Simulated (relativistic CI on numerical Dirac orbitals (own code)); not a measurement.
Computed by Dirac-Coulomb-Breit CI, KLI orbitals optimised for each configuration, QED by a radiative potential, unscaled Slater integrals (own radial code, finite nucleus).

The strongest absorption lines from the ground level of an ion, among the configurations computed and to levels below about 316 eV (vacuum wavelength in Å, gf): 54.741 (2.5), 57.022 (0.42), 58.467 (5.3), 61.462 (0.56), 61.750 (0.91), 61.994 (7.6), 77.221 (0.52), 79.490 (0.68).

Problem. Which ion is it?
A. Er32+
B. W36+
C. Lu33+
D. Er30+

Solution. D. Er30+ has 38 electrons and the ground level 4s2 4p6 4d2 3F_2; the strongest line goes to 4s2 4p6 4d 4f 3G°_3. The pattern of lines fixes the number of electrons, and along that sequence the line energies rise steadily with the charge (about as its square where n changes within one kind of shell, about linearly where n is kept but much faster in heavy ions where fine structure, which grows about as Z⁴, sets the gap, and irregularly where shells cross), which fixes Z. Configurations outside the model, such as inner-shell arrays, can give stronger lines. At this charge energies of transitions that change n are usually good to better than 1 %, and those within a shell (Δn = 0) to a few per cent. Terms inside the open d or f shell come out 10 to 20 % too wide with unscaled integrals.

LS names give the leading component of a level, which can be under half, so a name can repeat, a term be missing and a line seem to break the LS rules.
